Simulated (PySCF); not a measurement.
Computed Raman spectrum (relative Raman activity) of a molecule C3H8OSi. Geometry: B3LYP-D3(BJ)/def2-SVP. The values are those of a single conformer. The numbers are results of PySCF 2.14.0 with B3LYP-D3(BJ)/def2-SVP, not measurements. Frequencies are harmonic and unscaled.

Lines under 2 % of the strongest are left out, and lines within 2 cm⁻¹ are merged.

ν (cm⁻¹): 128 (vw), 663 (w), 741 (w), 777 (vw), 883 (vw), 937 (vw), 976 (w), 1002 (vw), 1244 (vw), 1351 (w), 1419 (vw), 1429 (w), 1436 (w), 1702 (w), 2217 (m), 2220 (vs), 3034 (s), 3126 (s), 3134 (m), 3152 (m), 3166 (vs), 3254 (m) (against the strongest line: vs over 80 %, s over 45 %, m over 15 %, w over 4 %, vw less)

Task: Pick the molecule that these values belong to.
(A) C/C=C/[SiH2]O
(B) C=CO[SiH2]C
(C) O[SiH]1CCC1
(D) C=C[SiH2]OC

Result: B, C=CO[SiH2]C
